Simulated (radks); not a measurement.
All-electron atom: Pm3+ in [Xe] 4f3 6s1 (not the ground configuration).

All-electron calculation, Dirac Kohn-Sham, PBE, spin-unpolarised, spherical densities, finite nucleus; open shells fill j = l - 1/2 first; Fermi nuclear charge, rms radius 4.962 fm. Program: a radial shooting solver on a logarithmic mesh with Libxc functionals.

Energy parts (Ry):
| part | energy |
|---|---|
| total | -20049.1980 |
| kinetic | 21678.9185 |
| electron-nucleus | -48879.9525 |
| Hartree | 7608.0500 |
| exchange-correlation | -456.2139 |

Orbitals (lengths in bohr, moments of r in powers of bohr):
orbital  occ.  eigenvalue (Ry)   <1/r>      <r>
1s1/2       2        -3308.587   67.42  0.02318
2s1/2       2        -540.3316   15.99  0.09846
2p1/2       2        -511.8495   15.97  0.08245
2p3/2       4        -470.6824   14.29  0.08897
3s1/2       2        -120.4085   5.802   0.2602
3p1/2       2        -108.1952   5.717   0.2498
3p3/2       4        -99.92003   5.296   0.2624
3d3/2       4        -78.68554   5.167   0.2340
3d5/2       6        -76.89340   5.061   0.2379
4s1/2       2        -26.45896   2.424   0.5907
4p1/2       2        -21.79996   2.321   0.6052
4p3/2       4        -19.97165   2.181   0.6330
4d3/2       4        -12.29314   1.968   0.6746
4d5/2       6        -11.96417   1.934   0.6843
4f5/2       3         -3.07429   1.459   0.8734
4f7/2       0         -3.03161   1.446   0.8810
5s1/2       2         -5.57745  0.9715    1.375
5p1/2       2         -4.23139  0.8739    1.512
5p3/2       4         -3.93848  0.8268    1.584
6s1/2       1         -1.76041  0.4124    3.123

The highest occupied level is 6s1/2 at -23.952 eV. The configuration is held as typed, so some empty levels lie below it. Summed over all electrons, <r^2> = 44.55 bohr^2, which gives a Langevin (diamagnetic) susceptibility term of -35.3 x 10^-6 cm^3/mol. The density falls to 0.001 e/bohr^3 at r = 4.13 bohr.
